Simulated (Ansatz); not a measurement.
Relaxation of CH4BNSe (8 atoms, charge 0, multiplicity 1), to a largest force component of 0.02 eV/Å in at most 50 steps.

The calculation used Ansatz, RKS PBE/def2-SVP.

```xyz
8
Properties=species:S:1:pos:R:3:forces:R:3
B -0.077 1.190 -0.432 -0.98 1.23 -1.00
C -0.251 -0.313 -0.262 1.59 -1.30 2.14
N 0.391 -0.979 0.789 0.86 1.51 0.62
Se -1.213 -1.157 -1.486 -0.85 -0.96 -0.95
H -0.689 1.761 -1.352 0.39 -0.35 0.42
H 0.529 1.892 0.301 0.71 0.35 0.68
H 0.352 -2.013 0.906 -0.11 0.68 -0.25
H 1.051 -0.438 1.480 -1.61 -1.16 -1.66
```

Task: Where does it end, and by what steps?

Result: The run converged. After 18 steps the energy has fallen by 0.978 eV; H6 moved furthest, 1.37 Å. Joined: B1–Se4 (2.81 → 2.29 Å).

```csv
step,energy less start (eV),largest force component (eV/Å),accepted
0,0.0000,2.142,yes
1,-0.1996,1.491,yes
2,-0.2890,0.316,yes
3,-0.2918,0.233,yes
4,-0.3042,0.126,yes
5,-0.3322,0.238,yes
6,-0.3957,0.273,yes
7,-0.4433,0.218,yes
8,-0.5385,0.325,yes
9,-0.6476,0.598,yes
10,-0.7829,0.617,yes
11,-0.8868,0.525,yes
12,-0.9256,0.676,yes
13,-0.9371,1.205,yes
14,-0.9670,0.658,yes
15,-0.9768,0.210,yes
16,-0.9780,0.045,yes
17,-0.9781,0.067,yes
18,-0.9782,0.009,yes
```

```xyz
8
Properties=species:S:1:pos:R:3
B -0.119 1.140 -0.624
C -0.023 -0.300 -0.088
N 0.257 -1.010 0.991
Se -0.527 -0.794 -1.771
H -1.134 1.783 -0.417
H 0.896 1.701 -1.001
H 0.216 -2.034 0.991
H 0.525 -0.543 1.862
```

The run took 87 s on 2 threads of AMD EPYC 7571, with other jobs on the host, peak memory 0.16 GiB.
